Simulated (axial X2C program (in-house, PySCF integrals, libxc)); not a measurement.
Low determinants of LiPd⁺ at the PBE0 level, 2c

All values were computed with an in-house all-electron X2C program for linear molecules (integrals from PySCF). Two-component (2c) means X2C with spin–orbit coupling and atomic mean-field two-electron Coulomb and Gaunt terms. Basis: Pd dyall-cv3z [12s12p8d5f3g], Li dyall-cv3z [7s8p2d] (cores contracted in-house); Gaussian nuclei, density fitting, unrestricted open shells. Masses: Pd 105.903 u, Li 7.016 u.

Search at 2.433 Å (vertical energies from the lowest determinant):

```
ΔE (eV)  state  electrons beyond evenly filled partner blocks  electrons in ±ω = 1/2, 3/2, 5/2, 7/2
   0.00  Ω = 0                                           none                             30 14 4 0
   0.80  Ω = 3                               ω = 1/2, ω = 5/2                             31 14 3 0
   0.95  Ω = 2                               ω = 1/2, ω = 3/2                             31 13 4 0
   1.04  Ω = 2                              ω = -1/2, ω = 5/2                             31 14 3 0
   1.06  Ω = 1                              ω = -1/2, ω = 3/2                             31 13 4 0
   1.15  Ω = 1                                    2 × ω = 1/2                             30 14 4 0
   5.11  Ω = 4                               ω = 3/2, ω = 5/2                             30 15 3 0
```

Lowest determinant, Ω = 0 (closed shell): Re = 2.432 Å, ωe = 286.3 cm⁻¹.

The determinant in row 2 of the search, Ω = 3 (⟨Sz⟩ = 1.00, ⟨Lz⟩ = 2.00 at PBE0), was followed along the bond at PBE0; measured from the minimum of the lowest determinant it gives:

Te = 0.742 eV (5988 cm⁻¹), Re = 2.683 Å, ωe = 240.5 cm⁻¹.

Compare the bond of the determinant in row 2 with that of the lowest one.

At PBE0 its Re is 0.251 Å longer and its force constant, which goes as ωe², is 0.71 times that of the lowest determinant. T0 ≈ Te + Δωe/2 = 5988 + (-23) = 5965 cm⁻¹.

The search compares states at one distance, so a state with another bond length can lie lower; it is not exhaustive and yields mostly the lowest determinant of each block pattern, so other components and higher states of one pattern are missing. These are energies of single determinants, not of spin-adapted states; PBE0 term energies can be off by some tenths of an eV, and the functional has no current term. Open-shell Ω = 0 determinants with evenly filled partner blocks cannot be reached by this program, so the Ω shown need not be the lowest component.
